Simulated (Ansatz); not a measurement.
AlH₉N₂Si₂ (`[NH2][Al]([NH2])[SiH2][SiH3]`) at its PBE0-D4/def2-TZVP geometry, where that method's forces vanish. Total charge 0; spin multiplicity 1.

```xyz
14

N     0.8258    0.0234   -2.7756
Al   -0.1065   -0.0915   -1.2763
N    -1.8090    0.3907   -1.2384
Si    0.9090   -0.8663    0.8036
Si    0.0659    0.3790    2.5937
H     1.7953   -0.2377   -2.8481
H     0.4862    0.3450   -3.6674
H    -2.3568    0.7217   -2.0157
H    -2.3744    0.3616   -0.4056
H     2.3967   -0.7413    0.8017
H     0.5960   -2.3021    1.0713
H     0.5681   -0.0818    3.9171
H     0.4252    1.8152    2.4325
H    -1.4216    0.2841    2.6073
```

(1) What forces (eV/Å) does PBE-D4/def2-TZVPP give on these atoms in Ansatz 0.2.0? (An estimate is asked.)

Answers

(1) The calculation gave: 
```
N1  -0.065 -0.004  0.101
Al2  0.117 -0.095  0.224
N3   0.117 -0.027 -0.007
Si4 -0.077  0.078 -0.061
Si5  0.041 -0.052 -0.070
H6   0.330 -0.084 -0.045
H7  -0.098  0.110 -0.325
H8  -0.213  0.117 -0.260
H9  -0.206 -0.003  0.275
H10  0.148  0.007  0.001
H11 -0.024 -0.144  0.031
H12  0.046 -0.042  0.142
H13  0.032  0.142 -0.012
H14 -0.148 -0.006  0.005
```
